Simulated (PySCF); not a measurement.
**C₆ coefficients of unlike pairs at PBE0**

Calculated with PySCF 2.14 from the dipole response of each species, C₆(A,B) = (3/π) ∫ α_A(iu) α_B(iu) du, in atomic units, from isotropic polarisabilities. For ions this is the dispersion term alone; charge-induced terms of lower order in 1/R come first.

| species | configuration | basis | relativity | α (bohr³) | C₆ (like pair) |
| --- | --- | --- | --- | --- | --- |
| Tc³⁺ | [Kr] 4d4 (5D) | aug-cc-pwCVDZ-PP with ECP28MDF (6s6p5d3f) | core potential | 5.405 | 24.37 |
| Sb³⁺ | [Kr] 4d10 5s2 (1S) | aug-cc-pVQZ-PP with ECP28MDF (7s7p5d3f2g) | core potential | 10.64 | 48.55 |
| Re³⁺ | [Xe] 4f14 5d4 (5D) | def2-TZVPPD with the def2 core potential (60 electrons) (6s5p3d2f1g) | core potential | 7.051 | 37.28 |
| In³⁺ | [Kr] 4d10 (1S) | aug-cc-pwCVTZ-DK3 with one added diffuse shell each of s, p, d, f type (11s10p8d5f1g) | spin-free X2C | 3.385 | 14.84 |

Problem. Estimate C₆ for Re³⁺ with Tc³⁺.

Solution. The integral gives 30.11. The combination rule 2 C_A C_B / (C_A α_B/α_A + C_B α_A/α_B) gives 30.10 and the geometric mean 30.14.

No spin-orbit coupling is included.

The other pairs:

| pair | C₆ |
| --- | --- |
| Re³⁺, Sb³⁺ | 41.35 |
| In³⁺, Tc³⁺ | 18.66 |
| In³⁺, Re³⁺ | 22.91 |
| Sb³⁺, Tc³⁺ | 33.11 |
| In³⁺, Sb³⁺ | 24.27 |
